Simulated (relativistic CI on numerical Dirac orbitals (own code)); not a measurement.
# Electric-dipole lines of Pt LV

These numbers are calculated, not measured: Dirac-Coulomb-Breit CI, separate exchange-only KLI orbitals for each configuration, model QED (radiative potential, 1s self-energy scaled to tabulated hydrogen-like ionisation energies), unscaled Slater integrals (own radial code, finite nucleus).

Configuration list (outside the closed core [Ne]): 3s2 3p6 3d6, 3s2 3p5 3d7, 3s2 3p4 3d8, 3s 3p6 3d7, 3p6 3d8, 3s 3p5 3d8, 3s2 3p6 3d5 4s, 3s2 3p6 3d5 4p, 3s2 3p4 3d7 4s, 3s2 3p6 3d5 4d, 3s2 3p4 3d7 4p, 3s2 3p5 3d6 4s, 3s2 3p6 3d5 4f, 3s2 3p4 3d7 4d, 3s 3p5 3d7 4s, 3s2 3p5 3d6 4p, 3s2 3p5 3d6 4d, 3s2 3p6 3d4 4s2, 3s 3p6 3d6 4s, 3p6 3d7 4s, 3p6 3d7 4p, 3s2 3p6 3d5 5s, 3p6 3d7 4d, 3s 3p6 3d5 4s2. Levels of other configurations are missing.

```csv
λ vac (nm),Lower,Upper,A (s⁻¹),E lower (10³ cm⁻¹),E upper (10³ cm⁻¹)
1.5243,3s2 3p6 3d6 1I_6 [21],3s2 3p5 3d7 3G°_5 [140],7.02e+12,1498.4,8059.0
1.5461,3s2 3p6 3d6 3H_6 [7],3s2 3p5 3d7 3G°_5 [109],6.71e+12,746.5,7214.6
1.5462,3s2 3p6 3d6 3G_5 [8],3s2 3p5 3d7 3G°_5 [109],2.57e+12,747.0,7214.6
1.5488,3s2 3p5 3d7 3I°_7 [54],3s2 3p4 3d8 3H_6 [226],8.18e+12,4372.0,10828.7
1.5514,3s2 3p6 3d6 5D_3 [4],3s2 3p5 3d7 3F°_4 [107],2.19e+12,666.8,7112.7
1.5536,3s2 3p6 3d6 1G_4 [12],3s2 3p5 3d7 3F°_3 [115],6.14e+12,942.8,7379.6
1.5538,3s2 3p6 3d6 5D_4 [5],3s2 3p5 3d7 3F°_4 [107],2.78e+12,676.8,7112.7
1.5709,3s2 3p6 3d6 3G_5 [8],3s2 3p5 3d7 3F°_4 [107],2.64e+12,747.0,7112.7
1.8062,3s2 3p5 3d7 5G°_6 [35],3s 3p6 3d7 5F_5 [180],4.82e+12,3464.6,9001.1
2.4977,3s2 3p6 3d6 5D_4 [5],3s2 3p5 3d7 3F°_3 [69],1.64e+12,676.8,4680.4
2.5211,3s2 3p6 3d6 3G_5 [8],3s2 3p5 3d7 3F°_4 [71],2.15e+12,747.0,4713.4
2.5215,3s2 3p6 3d6 3F_4 [1],3s2 3p5 3d7 3D°_3 [44],2.41e+12,0.0,3965.9
2.5329,3s2 3p6 3d6 3H_6 [7],3s2 3p5 3d7 3G°_5 [70],1.96e+12,746.5,4694.6
2.5790,3s2 3p6 3d6 1I_6 [21],3s2 3p5 3d7 1H°_5 [95],1.88e+12,1498.4,5375.8
2.5900,3s2 3p6 3d6 3F_4 [1],3s2 3p5 3d7 3F°_4 [42],1.92e+12,0.0,3861.1
2.6440,3s2 3p6 3d6 5D_3 [4],3s2 3p5 3d7 5D°_3 [58],1.24e+12,666.8,4448.9
2.6580,3s2 3p6 3d6 3H_6 [7],3s2 3p5 3d7 3H°_6 [62],1.25e+12,746.5,4508.8
2.6678,3s2 3p6 3d6 5D_4 [5],3s2 3p5 3d7 3F°_4 [56],8.43e+11,676.8,4425.2
2.6766,3s2 3p6 3d6 3P_2 [2],3s2 3p5 3d7 3P°_2 [41],1.12e+12,68.7,3804.7
2.8084,3s2 3p6 3d6 3F_4 [1],3s2 3p5 3d7 3G°_5 [37],3.45e+11,0.0,3560.7
```

Terms are leading LS components. Brackets give the number of a level in order of energy, since labels repeat. The list gives strong lines, with weight on those to low levels, without lines whose two gauges differ by over a factor of 2.5, among the lowest 400 of 9826 levels, so that lines to higher ones, which can be the strongest, are missing. Levels whose partners in the same complex of configurations lie outside the list can be far off, and so can their lines. Rates are taken at the computed energies, electric ones in the length gauge.

At this charge energies of transitions that change n are usually good to better than 1 %, and those within a shell (Δn = 0) to a few per cent.

LS names give the leading component of a level, which can be under half, so a name can repeat, a term be missing and a line seem to break the LS rules.
